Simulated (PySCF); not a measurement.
Te(OH)(NH2), SMILES O[Te]N, CAM-B3LYP/def2-SVP optimised geometry.

```
6

Te    -0.98    -1.12     0.00
O     -1.43     0.83     0.00
H     -1.47     1.12     0.92
N      1.02    -1.12     0.00
H      1.47    -0.79     0.84
H      1.46    -0.75    -0.83
```

Density from PySCF with CAM-B3LYP/def2-TZVP, def2 effective core potentials past Kr at that geometry. The core electrons that the potentials of Te replace are not part of the density.

Minimum of the electron density along straight lines between bonded atoms, close to the bond critical point (lines longer than 1.1 times the sum of covalent radii, or with two minima, are not listed):

```tsv
bond	length / Å	ρ at the minimum / e bohr⁻³	∇²ρ there / e bohr⁻⁵	position (fraction from the first atom)
Te1–O2	2.001	0.122	0.30	0.50
O2–H3	0.967	0.356	-2.36	0.80
Te1–N4	2.002	0.133	0.24	0.50
N4–H5	1.016	0.333	-1.62	0.74
N4–H6	1.016	0.333	-1.63	0.74
```
